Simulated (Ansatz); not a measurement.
The cluster Pd2O⁺, 3 atoms. Hardware: 4 threads of Arm Neoverse V2 on a shared host.

In the def2 sets Pd takes a core potential; there is no spin–orbit coupling. Correlated methods freeze 1 core orbital; core or outer-core shells of Pd are correlated, in sets that lack core-valence functions.

How many basis functions does each of these Ansatz runs have, and roughly what does it cost? PBE-D4/def2-TZVP, charge 1 doublet, relaxation, 3 steps; MP2/def2-TZVP, charge 1 quartet, energy, from earlier orbitals; r2SCAN-D4/def2-TZVP, charge 1 doublet, energy and forces, from earlier orbitals; LC-ωPBE/def2-TZVP, charge 1 doublet, energy, from earlier orbitals; PBE with 35 % exact exchange/def2-TZVP, charge 1 doublet, energy, from earlier orbitals; RPA@PBE/def2-TZVP, charge 1 doublet, energy, from earlier orbitals; CAM-B3LYP-D4/def2-TZVP, charge 1 quartet, energy, from earlier orbitals; PBE with 10 % exact exchange/def2-TZVP, charge 1 doublet, energy, from earlier orbitals; CCSD(T)/def2-TZVPP, charge 1 doublet, energy, from earlier orbitals; B3LYP-D4/def2-TZVP, charge 1 doublet, energy, from earlier orbitals; RPA@PBE/def2-TZVP, charge 1 quartet, energy, from earlier orbitals; B3LYP-D4/def2-TZVP, charge 1 quartet, energy, from earlier orbitals.

Other jobs shared the machine, so times can vary by a factor of up to 3. A dash marks memory too small to be measured apart from the calling script's.

| run | functions | fitting or Cholesky vectors | wall time | peak host memory (GiB) |
| --- | --- | --- | --- | --- |
| MP2/def2-TZVP, charge 1 quartet, energy, from earlier orbitals | 111 | 980 | 1.4 s | – |
| RPA@PBE/def2-TZVP, charge 1 quartet, energy, from earlier orbitals | 111 | 980 | 2.8 s | – |
| PBE-D4/def2-TZVP, charge 1 doublet, relaxation, 3 steps | 111 | 869 | 3.3 s | – |
| RPA@PBE/def2-TZVP, charge 1 doublet, energy, from earlier orbitals | 111 | 980 | 3.9 s | – |
| B3LYP-D4/def2-TZVP, charge 1 quartet, energy, from earlier orbitals | 111 | 869 | 5.5 s | – |
| CAM-B3LYP-D4/def2-TZVP, charge 1 quartet, energy, from earlier orbitals | 111 | 869 | 6 s | – |
| PBE with 10 % exact exchange/def2-TZVP, charge 1 doublet, energy, from earlier orbitals | 111 | 869 | 6 s | – |
| r2SCAN-D4/def2-TZVP, charge 1 doublet, energy and forces, from earlier orbitals | 111 | 869 | 10 s | – |
| B3LYP-D4/def2-TZVP, charge 1 doublet, energy, from earlier orbitals | 111 | 869 | 11 s | – |
| PBE with 35 % exact exchange/def2-TZVP, charge 1 doublet, energy, from earlier orbitals | 111 | 1004 | 12 s | – |
| LC-ωPBE/def2-TZVP, charge 1 doublet, energy, from earlier orbitals | 111 | 869 | 12 s | – |
| CCSD(T)/def2-TZVPP, charge 1 doublet, energy, from earlier orbitals | 143 | 1024 | 83 s | 2.2 |
